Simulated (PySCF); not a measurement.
CH6SSeSi, SMILES CS[Se][SiH3]. Coordinates come from a B3LYP-D3(BJ)/def2-SVP optimisation. The structure was generated by enumeration, and PubChem lists no compound with its InChIKey, so it may never have been made. Other conformers were not sampled.

Computed equilibrium geometry at B3LYP-D3(BJ)/def2-SVP (PySCF confirms it by a frequency run) as bond lengths and angles (one conformer of several):
Atoms: Se1 S2 C3 H4 H5 H6 Si7 H8 H9 H10. Bonded distances (Å): Se1–S2 2.251, Se1–Si7 2.306, S2–C3 1.826, C3–H4 1.099, C3–H5 1.101, C3–H6 1.099, Si7–H8 1.490, Si7–H9 1.487, Si7–H10 1.492. Bond angles (°): S2–Se1–Si7 93.7, Se1–S2–C3 101.5, S2–C3–H4 111.1, S2–C3–H5 105.7, S2–C3–H6 111.2, H4–C3–H5 109.3, H4–C3–H6 110.2, H5–C3–H6 109.2, Se1–Si7–H8 109.8, Se1–Si7–H9 110.7, Se1–Si7–H10 106.9, H8–Si7–H9 109.6, H8–Si7–H10 109.8, H9–Si7–H10 110.1.
Charge 0, spin multiplicity 1.
